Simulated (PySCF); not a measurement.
C₆ coefficients of unlike pairs at BLYP

Calculated with PySCF 2.14 from the dipole response of each species, C₆(A,B) = (3/π) ∫ α_A(iu) α_B(iu) du, in atomic units, from isotropic polarisabilities. For ions this is the dispersion term alone; charge-induced terms of lower order in 1/R come first.

| species | configuration | basis | relativity | α (bohr³) | C₆ (like pair) |
| --- | --- | --- | --- | --- | --- |
| Ar⁺ | [Ne] 3s2 3p5 (2P) | x2c-TZVPPall with one added diffuse shell each of s, p, d type (6s6p4d1f) | spin-free X2C | 7.147 | 32.41 |
| K⁺ | [Ar] (1S) | def2-TZVPPD (6s5p3d) | none | 5.424 | 22.75 |
| Ni³⁺ | [Ar] 3d7 (4F) | aug-cc-pwCVTZ-DK (10s9p7d4f3g) | spin-free X2C | 1.802 | 4.300 |
| Ti²⁺ | [Ar] 3d2 (3F) | aug-cc-pVDZ (7s6p4d2f) | none | 4.772 | 13.53 |

Problem. Estimate C₆ for Ni³⁺ with K⁺.

Solution. The integral gives 9.386. The combination rule 2 C_A C_B / (C_A α_B/α_A + C_B α_A/α_B) gives 9.542 and the geometric mean 9.890.

No spin-orbit coupling is included.

The other pairs:

```json
{"pair": "Ni³⁺, Ar⁺", "C₆": "10.90"}
{"pair": "Ti²⁺, Ar⁺", "C₆": "20.79"}
{"pair": "Ti²⁺, Ni³⁺", "C₆": "7.279"}
{"pair": "Ti²⁺, K⁺", "C₆": "17.48"}
{"pair": "K⁺, Ar⁺", "C₆": "27.03"}
```
